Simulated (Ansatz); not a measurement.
Saddle search on SiN2H8O, closed shell by partitioned rational-function steps on PBE0-D4/def2-TZVP gradients (Ansatz 0.2.0), from this start:

| atom | x (Å) | y (Å) | z (Å) |
| --- | --- | --- | --- |
| Si1 | -0.3235 | -0.5273 | 0.2656 |
| N2 | 1.2387 | 0.5512 | -0.0215 |
| H3 | -1.5461 | -1.2889 | -0.2224 |
| H4 | 0.3239 | -1.4721 | 1.2325 |
| N5 | -1.2635 | 0.8383 | 0.7963 |
| H6 | 1.1511 | -0.2422 | -1.1787 |
| O7 | 0.5104 | -1.1056 | -1.4542 |
| H8 | 1.0862 | 1.5565 | -0.0806 |
| H9 | 2.0101 | 0.3726 | 0.6194 |
| H10 | -0.8843 | 1.5985 | 1.3505 |
| H11 | -2.2618 | 0.7273 | 0.9323 |
| H12 | -0.0415 | -1.0085 | -2.2393 |

```
step  energy less the last (meV)  largest force (eV/Å)  curvature followed (eV/Å²)
   1                        17.2                 0.326                       -8.10
   2                         3.6                 0.109                       -8.16
   3                         4.5                 0.240                       -8.17
   4                         1.4                 0.127                       -8.08
   5                         1.1                 0.074                       -8.01
   6                         1.0                 0.043                       -7.86
   7                         0.7                 0.033                       -7.69
   8                         0.6                 0.047                       -7.57
   9                         1.2                 0.144                       -7.59
  10                         0.6                 0.101                       -7.78
  11                         0.5                 0.082                       -7.83
  12                         0.1                 0.031                       -7.82
  13                         0.0                 0.027                       -7.82
  14                         0.0                 0.036                       -7.95
  15                         0.0                 0.036                       -7.93
  16                         0.1                 0.068                       -7.94
  17                         0.0                 0.007                       -7.90
```

The search ended at:

```
12
angstrom
Si -0.3275 -0.5034 0.2420
N 1.2143 0.5694 -0.0386
H -1.5488 -1.2057 -0.2972
H 0.2895 -1.4625 1.1998
N -1.2524 0.8289 0.8446
H 1.1535 -0.2223 -1.1732
O 0.5401 -1.1292 -1.4215
H 1.0661 1.5675 -0.0955
H 1.9907 0.3780 0.5808
H -0.8756 1.5677 1.4159
H -2.2478 0.7283 0.9568
H -0.0020 -1.1170 -2.2140
```
